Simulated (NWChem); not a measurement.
**Correlation energy of AlCl**

```
Al
Cl 1 2.1469
```
Charge 0, spin multiplicity 1.

All runs are NWChem calculations. All single points use one geometry, from PBE0/def2-SVP, a minimum by its harmonic frequencies.

Basis set: cc-pVDZ. Each correlation energy counts from its own Hartree-Fock reference.

The correlated methods keep 10 core orbitals frozen. The structure started from a generated list of species. No row is a measurement; the coupled-cluster row has its own basis-set and correlation limits.

```tsv
method	correlation energy (mHa)
CR-CCSD(T)	-205.9
CCSD	___
CR-CCSD[T]	-206.0
CCSDT	-207.2
MP2	-178.2
SCS-MP2	___
CCSD+T(CCSD)	___
CCSD(T)	___
RI-MP2	-178.2
```

**Question.** Fill in the missing entries.

**Answer.** 
- CCSD, correlation energy (mHa): -202.2
- SCS-MP2, correlation energy (mHa): -176.0
- CCSD+T(CCSD), correlation energy (mHa): -206.9
- CCSD(T), correlation energy (mHa): -206.7
